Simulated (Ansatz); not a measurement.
Ansatz (an electronic-structure program) input (wB97X-V/def2-TZVPD):

Ansatz 0.2 input:
```yaml
crystal:
  periodic: [false, false, false]
  atoms:
    - {symbol: Te, position_ang: [0.00612831, 0.00484004, 0.42130173]}
    - {symbol: Cl, position_ang: [1.07935398, -1.41996406, -1.06972775]}
    - {symbol: Cl, position_ang: [1.95020124, 1.51697523, 0.37997976]}
    - {symbol: Cl, position_ang: [-1.11048190, 1.39537973, -1.07021764]}
    - {symbol: Cl, position_ang: [-1.93781874, -1.50719573, 0.47127797]}
basis:
  gaussian:
    orbitals: def2-TZVPD
hamiltonian:
  xc: {name: wB97X-V}
total_charge: -1
magnetization: {spin_polarized: true, initial_magnetization: 1}
```

End of the output:

```
integrals: 0.39 GiB planned
1630 factors; their error is unknown
integrals: 0.43 GiB planned
332 factors; integrals over basis functions are off by at most 3.0e-5 eV
mean field: 4.44 GiB planned
mean field evaluation 1: about -57377.4565 eV, gradient 2.6e1 eV
mean field evaluation 2: about -57377.5546 eV, gradient 2.9e1 eV
mean field evaluation 4: about -57381.0172 eV, gradient 7.1e-1 eV
mean field evaluation 8: about -57381.0317 eV, gradient 4.1e-2 eV
mean field evaluation 16: about -57381.1941 eV, gradient 6.3e-4 eV
mean field evaluation 32: about -57381.1675 eV, gradient 1.9e0 eV
mean field -57381.19409415 eV, -2108.7199885895 hartree, gradient 2.0e-6 eV, S^2 0.756539; 1 other end points of the search recorded, 0 dependent functions left out
reference -57381.19409290 eV, -2108.7199885439 hartree; 47, 46 occupied and 196, 197 virtual orbitals, 1630 factors
Total energy: -57381.19409290 eV, -2108.7199885439 hartree
```

This state (charge -1, doublet) is run at the relaxed geometry of the species with charge 0 and multiplicity 1.
